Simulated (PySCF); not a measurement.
NICS in one family of compounds.

Definitions: NICS(0) = −σiso at the ring centroid; NICS(1) = −σiso and NICS(1)zz = −σzz at ±1 Å along the ring normal z. Level: GIAO PBE0/pcSseg-1 (PySCF, non-relativistic, gas phase) on the PBE0-D3(BJ)/def2-SVP geometries, one conformer each. Atom numbers follow the mapped SMILES.

Question: Order these rings by mean NICS(1)zz, lowest (most negative) first (ppm).
A. ring C5–C6–C7–C8 in `[CH3:1][C:2]#[N+:3][BH2-:4][CH:5]1[CH2:6][CH2:7][CH2:8]1`
B. ring N5–C6–C7–C8–C9 in `[CH3:1][C:2]#[N+:3][BH2-:4][n:5]1[cH:6][cH:7][cH:8][cH:9]1`
C. ring C5–C6–C7–C8–C9–N10 in `[CH3:1][C:2]#[N+:3][BH2-:4][c:5]1[cH:6][cH:7][cH:8][cH:9][n:10]1`

Answer: B (-30.1), C (-27.1), A (4.5).

```tsv
SMILES	ring	NICS(0)	NICS(1)	NICS(1)zz	HOMA	rms pucker (Å)	ring atoms with four or more neighbours
CC#[N+][BH2-]n1cccc1	5-membered ring with N; formal bonds all aromatic	-13.2	-11.2	-30.1	0.88	0.00	0
CC#[N+][BH2-]c1ccccn1	6-membered ring with N; formal bonds all aromatic	-6.4	-10.8	-27.1	0.98	0.00	0
CC#[N+][BH2-]C1CCC1	4-membered carbocycle; formal bonds all single	-0.2	-0.8	4.5	–	0.12	4
```

NICS(0) gives the same order. The isotropic NICS(1) gives the same order. HOMA uses Krygowski's 1993 parameters; it is left out where a ring has a four-coordinate atom, a triple bond, no multiple bond or a kind of bond without parameters. NICS(1) and NICS(1)zz are means over the two faces.
